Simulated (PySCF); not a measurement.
# Hf⁺: ionisation energy

Hf⁺ [Xe] 4f14 5d1 6s2 (2D) → Hf²⁺ [Xe] 4f14 5d2 (3F), as a difference of total energies. All numbers are calculated (PySCF 2.14, scalar relativity by spin-free X2C-1e, in x2c-TZVPPall (11s7p7d3f1g, 97 functions)). The calculations carry no spin-orbit coupling.

| method | ionisation energy (eV) |
| --- | --- |
| LDA | 15.355 |
| wB97M-V | 14.631 |

The reference lies between the lowest fine-structure levels, while these numbers refer to the centres of the terms.

For comparison: 14.61 ± 0.04 eV (theoretical estimate listed by NIST; NIST Atomic Spectra Database, ionization energies).
